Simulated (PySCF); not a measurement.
Input for PySCF: U-B3LYP/LANL2DZ on CdH2 (SMILES [CdH2]), a point of a bond scan (R = 2.942 Å).

```python
from pyscf import gto, scf, dft, mp
from pyscf.data.elements import chemcore

mol = gto.M(
    atom='''
    Cd    0.00000000    0.00000000    0.00000000
    H     0.00000000    0.00000000    2.94204421
    H    -0.00000000   -0.00000000   -1.68116812
    ''',
    basis='lanl2dz',
    ecp={'Cd': 'lanl2dz'},
    charge=0, spin=0, verbose=3, max_memory=1800)
mf = dft.UKS(mol, xc='b3lyp')
mf.conv_tol = 1e-8
mf.max_cycle = 100
mf.init_guess_breaksym = True
mf.kernel()
if not mf.converged:
    mf = mf.newton().run(mf.mo_coeff, mf.mo_occ)
for _ in range(4):
    mo, _, stable, _ = mf.stability(return_status=True)
    if stable:
        break
    mf.kernel(mf.make_rdm1(mo, mf.mo_occ))
```

Q: Give the final energy of this run.

A: -49.1323 hartree. Its determinant has ⟨S²⟩ = 0.21, a mixture of spin states.
